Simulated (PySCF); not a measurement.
## How methods differ on the ionisation energy of Lu⁶⁶⁺

Lu⁶⁶⁺ [He] 2s2 2p1 (2P) → Lu⁶⁷⁺ [He] 2s2 (1S), as a difference of total energies. Calculation: PySCF 2.14, in an even-tempered Gaussian basis (18 s from 43 bohr⁻², ratio 2.2; 13 p from 56 bohr⁻², ratio 2.2; 5 d from 210 bohr⁻², ratio 2.4; 5 f from 310 bohr⁻², ratio 2.4; 4 g from 470 bohr⁻², ratio 2.4); scalar relativity by spin-free X2C-1e. Correlated levels: nothing frozen; virtual orbitals above 40 to 60 times the deepest correlated orbital energy dropped. The calculations carry no spin-orbit coupling.

```
                 method  ionisation energy (eV)
                    UHF                 16290.5
                    LDA                 16280.2
                    PBE                 16292.2
                   PBE0                 16292.0
                 r2SCAN                 16295.7
                  B97-3                 16291.1
                  M06-L                 16294.9
    MP2 (all electrons)                 16290.2
SCS-MP2 (all electrons)                 16290.0
```

A first-order spin-orbit estimate (lowest level to lowest level, LS coupling) adds 755.3 eV.

For this ion Breit and QED terms and the two-electron picture change, all absent here, outweigh the differences among the correlated methods.

First order in ζ underestimates the shift of j = l − 1/2 levels at high Z.

For comparison: 17120 ± 40 eV (theoretical estimate listed by NIST; NIST Atomic Spectra Database, ionization energies).
